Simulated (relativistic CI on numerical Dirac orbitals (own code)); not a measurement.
# Sc V: calculation against measurement

Method of calculation: Dirac-Coulomb-Breit CI, KLI orbitals optimised for each configuration, QED by a radiative potential, valence Slater integrals scaled by 0.85, P86 correlation energy added to each configuration (own radial code, finite nucleus).

Configurations in the expansion (outside the closed core [Ne]): 3s2 3p5, 3s 3p6, 3s2 3p4 3d, 3s 3p5 3d, 3s2 3p4 4s, 3s2 3p4 4p, 3s2 3p4 4d, 3p6 3d, 3s2 3p4 5s, 3s2 3p4 4f, 3s 3p4 3d2, 3s2 3p4 5p, 3s2 3p4 5d, 3s 3p5 4s, 3s2 3p4 6s, 3s2 3p4 5f, 3s2 3p4 5g, 3s2 3p4 6p, 3s2 3p4 6d, 3s 3p5 4p, 3s 3p5 4d, 3s 3p5 5s, 3s2 3p3 3d 4p, 3s 3p5 4f, 3s 3p5 5p, 3s 3p5 5d, 3s 3p5 6s, 3s 3p5 5f, 3s 3p5 5g, 3s 3p5 6p, 3s 3p5 6d, 3s2 3p3 3d2, 3s2 3p2 3d3, 3s 3p3 3d3, 3s2 3p2 3d2 4s, 3s2 3p2 3d2 4p, 3s2 3p2 3d2 4d, 3p5 3d2, 3p4 3d3, 3p4 3d2 4s, 3p4 3d2 4p, 3p4 3d2 4d, 3s2 3p3 3d 4s, 3s 3p3 3d2 4s, 3s2 3p2 3d 4s2, 3s2 3p2 3d 4s 4p, 3s2 3p2 3d 4s 4d, 3s2 3p3 4s2, 3s 3p3 3d 4s2, 3s2 3p2 4s2 4p, 3s2 3p2 4s2 4d. Double excitations out of closed p, d and f shells are left out; levels of such configurations are missing from the list, as are those of other unlisted configurations, and high levels can miss mixing partners. These lack a partner that the ground configuration has and come out too high: 3s2 3p4 5s, 3s2 3p4 4f, 3s2 3p4 5p, 3s2 3p4 5d, 3s2 3p4 6s.

| Configuration | Term (tabulated) | J | Measured (cm⁻¹) | Computed | Error | Purity (%) |
| --- | --- | --- | --- | --- | --- | --- |
| 3s2 3p5 | 2P° | 3/2 | 0.0 | 0 | 0 | 97 |
| 3s2 3p5 | 2P° | 1/2 | 4325.6 | 4299 | -26 | 97 |
| 3s 3p6 | 2S | 1/2 | 174412.0 | 182602 | 8190 | 70 |
| 3s2 3p4 3d | 2P | 1/2 | 254638.0 | 260550 | 5912 | 96 |
| 3s2 3p4 3d | 2P | 3/2 | 257284.0 | 263161 | 5877 | 94 |
| 3s2 3p4 3d | 2S | 1/2 | 337650.0 | 334790 | -2860 | 68 |
| 3s2 3p4 3d | 2P | 3/2 | 345320.0 | 345705 | 385 | 92 |
| 3s2 3p4 3d | 2P | 1/2 | 346890.0 | 347294 | 404 | 95 |
| 3s2 3p4 4s | 4P | 5/2 | 386387.0 | 397217 | 10830 | 97 |
| 3s2 3p4 4s | 2P | 3/2 | 395498.0 | 406119 | 10621 | 92 |
| 3s2 3p4 4s | 2P | 1/2 | 398440.0 | 409059 | 10619 | 96 |
| 3s2 3p4 4s | 2S | 1/2 | 437508.0 | 444870 | 7362 | 95 |
| 3s2 3p4 5s | 2P † | 1/2 | 550800.0 | 579516 | 28716 | 95 |
| 3s2 3p4 5s | 2P † | 3/2 | 552600.0 | 577227 | 24627 | 60 |

Measured levels from Sugar and Corliss, J. Phys. Chem. Ref. Data 9, 473 (1980); pairs were made by configuration, J and term (by order where the table uses no LS term), so strongly mixed levels may be paired wrongly. Some J values or terms of the table were assigned by a fit.

Mean error by configuration (cm⁻¹): 3s2 3p5 -26; 3s 3p6 8190; 3s2 3p4 3d 1944; 3s2 3p4 4s 9858. Over the excited levels the mean absolute error is 5735 cm⁻¹ (13 of the 13 excited levels that our extract of the source holds in range could be paired), and the median relative error of those above 1,000 cm⁻¹ is 2.3 %. † marks terms whose computed intervals miss the measured ones by more than a factor of 2.5, or configurations far off the rest, from wrong mixing, a near crossing or a doubtful label or measurement; they are left out of the means.
